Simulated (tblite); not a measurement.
C6H15OP.
Geometry (GFN2-xTB, Å), atoms numbered from 1 in this order:
```xyz
23
C6H15OP angstrom
C     -1.3467   -0.7812   -1.3896
C     -1.1126   -0.0335   -0.0773
C     -2.1012   -0.5330    0.9806
C     -1.3160    1.4648   -0.2981
C      0.3137   -0.2918    0.4219
P      1.6484    0.2136   -0.7741
C      3.0919   -0.0883    0.3864
O      3.1571    0.9169    1.3674
H     -2.3655   -0.6309   -1.7398
H     -1.1822   -1.8490   -1.2582
H     -0.6622   -0.4155   -2.1544
H     -3.1227   -0.3327    0.6651
H     -1.9317   -0.0326    1.9316
H     -1.9954   -1.6052    1.1337
H     -2.3216    1.6655   -0.6604
H     -1.1675    2.0117    0.6304
H     -0.6032    1.8340   -1.0341
H      0.4446   -1.3495    0.6705
H      0.4941    0.2921    1.3311
H      1.7929   -1.0243   -1.4142
H      4.0212   -0.1384   -0.1995
H      2.9635   -1.0321    0.9238
H      3.2962    1.7666    0.9331
```

Computed values, GFN2-xTB/tblite, gas phase, harmonic and unscaled. The method is semi-empirical: single wavenumbers can be off by several per cent or more. Modes of hydrogen on phosphorus can be 10 to 20 % off. One conformer, not necessarily the lowest.

Harmonic wavenumbers (cm⁻¹): 39.8, 62.0, 104.9, 153.8, 195.9, 213.7, 241.1, 256.4, 297.0, 308.9, 323.6, 363.2, 406.6, 415.8, 469.7, 677.2, 713.7, 754.2, 810.9, 840.6, 870.4, 914.0, 958.8, 964.9, 966.6, 968.8, 1033.2, 1037.1, 1063.3, 1107.1, 1114.2, 1194.7, 1250.0, 1268.0, 1277.8, 1286.5, 1310.6, 1403.2, 1406.0, 1424.3, 1434.8, 1443.5, 1487.4, 1488.4, 1493.2, 1503.6, 1506.9, 1510.4, 2252.5, 2861.8, 2926.4, 2936.4, 2946.1, 3007.1, 3016.3, 3022.2, 3026.3, 3027.9, 3029.6, 3034.7, 3034.9, 3038.8, 3532.9.

A = 2928, B = 864.4, C = 808.2 MHz; mass 134.086 u (most abundant isotopes); point group C1, symmetry number 1.

Q: Zero-point energy?

A: Half the sum of the wavenumbers: 43515 cm⁻¹ = 124.42 kcal/mol.

Q: Give the ideal-gas entropy at 273.15 K and 1 bar in the rigid-rotor, harmonic-oscillator model (classical rotation).

A: Translation 40.18, rotation 29.18, vibration 30.78: S = 100.1 cal/(mol K).

Q: And Cp and H(273.15 K) − H(0)?

A: Cp = 40.57 cal/(mol K), of which vibrations give 32.63 (their classical limit is 63 R = 125.2); H(273.15 K) − H(0) = 6.69 kcal/mol without the zero-point energy, 4.52 from vibrations.

Q: Blend soft modes into free rotors: weight 1/[1 + (100 cm⁻¹/ν̃)⁴] for the oscillator and the rest for a rotor with moment μB/(μ + B), μ = h/(8π²ν), B = 10⁻⁴⁴ kg m². What vibrational entropy results?

A: 28.37 cal/(mol K) in place of 30.78, which changes −T·S at 273.15 K by +0.66 kcal/mol.

Q: What must be added to the electronic energy to get the Gibbs energy at 273.15 K and 1 bar?

A: ZPE + [H(273.15 K) − H(0)] − T·S = 124.42 + 6.69 − 27.36 = 103.75 kcal/mol.

Hindered rotation and anharmonicity are outside this model. Other conformers, if any are populated, would add a mixing term that is left out. The structure is chiral; the term R ln 2 for an equal mix with its mirror image is left out.
